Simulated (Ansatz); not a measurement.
Start from `N#C[SiH2]CF` and change one atom or group to get `B[SiH2]CF`.

Ansatz, PBE0-D4/def2-TZVP geometries, multiplicity 1. Each molecule was computed in one conformer, which needn't be the lowest.

```json
{"property": "HOMO–LUMO gap (ωB97M-V/def2-TZVPP) / eV", "`N#C[SiH2]CF`": "12.73"}
{"property": "LUMO energy (ωB97M-V/def2-TZVPP) / eV", "`N#C[SiH2]CF`": "1.14"}
{"property": "HOMO energy (PBE/def2-TZVPP) / eV", "`N#C[SiH2]CF`": "-7.80"}
{"property": "HOMO energy (PBE0/def2-TZVPP) / eV", "`N#C[SiH2]CF`": "-9.31"}
{"property": "size of the dipole moment (PBE/def2-TZVPP) / D", "`N#C[SiH2]CF`": "2.05"}
{"property": "HOMO–LUMO gap (PBE0/def2-TZVPP) / eV", "`N#C[SiH2]CF`": "8.47"}
```

(1) Give the same properties after the change, and the shifts. (Best estimate.)

Results:

(1) Ansatz gave: 
```tsv
property	`B[SiH2]CF`	shift
HOMO–LUMO gap (ωB97M-V/def2-TZVPP) / eV	9.88	-2.85
LUMO energy (ωB97M-V/def2-TZVPP) / eV	-0.66	-1.80
HOMO energy (PBE/def2-TZVPP) / eV	-6.90	0.90
HOMO energy (PBE0/def2-TZVPP) / eV	-8.31	1.00
size of the dipole moment (PBE/def2-TZVPP) / D	1.70	-0.35
HOMO–LUMO gap (PBE0/def2-TZVPP) / eV	5.69	-2.78
```

With PBE0 the HOMO rises by 1.00 eV and the LUMO falls by 1.78 eV, so the gap narrows by about 2.78 eV. PBE moves the HOMO by 0.90 eV and ωB97M-V by 1.05 eV. The zero-point energy changes by 27.9 kJ/mol with +3 modes. Dipoles are sizes alone; their direction can turn.
